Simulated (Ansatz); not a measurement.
The cluster Mg3Cl4⁺. The state is a doublet with charge 1. Geometry PBE0-D4/def2-SVP, basis def2-TZVP, Ansatz.

```xyz
7

Mg    0.803    2.371   -0.559
Mg   -0.151   -0.621    0.392
Mg   -1.836   -4.941    0.486
Cl    1.817    0.156   -0.551
Cl   -0.847   -2.755    1.021
Cl   -1.224    1.432    0.410
Cl    1.436    4.357   -1.199
```

| run | HOMO (eV) | LUMO (eV) |
| --- | --- | --- |
| A | -9.53 | -8.23 |
| B | -10.41 | -7.38 |
| C | -10.26 | -7.88 |
| D | -10.51 | -7.23 |
| E | -9.76 | -7.59 |
| F | -10.06 | -7.44 |

B3LYP takes the VWN-RPA correlation. Another isomer (doublet) lies 0.31 eV lower at PBE0-D4/def2-TZVP; other spin states weren't run for this one.

HOMO and LUMO are taken over both spins.

**Question.** The runs used B3LYP, PBE, PBE0, r2SCAN, r2SCAN0, r2SCANh. Estimate which is which.

**Answer.** A PBE (0 % exact exchange); B PBE0 (25 % exact exchange); C B3LYP (20 % exact exchange); D r2SCAN0 (25 % exact exchange); E r2SCAN (0 % exact exchange); F r2SCANh (10 % exact exchange). Exact exchange lowers occupied and raises empty levels; among semilocal functionals meta-GGAs tend to open the gap a little, and such runs are hard to tell apart. The gap grows from 1.30 eV (PBE) to 3.29 eV (r2SCAN0).
